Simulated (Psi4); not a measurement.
CH₃F₃Si (SMILES FC(F)(F)[SiH3]), singlet, at a GFN2-xTB geometry. Base run: CCSD(T)/def2-SVP (Psi4 1.11).

Here is a job for Psi4.
```
memory 2 GB

molecule mol {
0 1
Si    1.522749    0.256040   -0.050269
C    -0.397339   -0.066810    0.013117
F    -1.029883    0.729457    0.898820
F    -0.700766   -1.332487    0.366127
F    -0.999882    0.143909   -1.174807
H     1.642097    1.661248   -0.420669
H     2.012679   -0.669237   -1.065100
H     1.985550   -0.043628    1.299569
}

set {
  basis def2-svp
  reference rhf
  freeze_core true
}

energy('ccsd(t)')
print_variables()
```

The base run was repeated with changes; each row names its change, and settings that it needs were set with it.

```tsv
change	ΔE vs base (mEh)	MP2 correlation (Eh)	basis functions	core-seconds (rough)
base	0.000	-0.78088	89	90
method = dlpno-mp2	51.056	-0.78046	89	8
method = qcisd(t)	-0.987	-0.78088	89	70
method = mp2	50.902	-0.78061	89	6
method = mp3	30.688	-0.78061	89	8
method = fno-ccsd(t)	0.000	-0.78088	89	90
method = mp4	?	-0.78088	89	50
method = ccsd	?	-0.78088	89	50
```

Problem. What belongs in the gaps?

Solution. 
- method = mp4, ΔE vs base (mEh): -2.530
- method = ccsd, ΔE vs base (mEh): 16.397
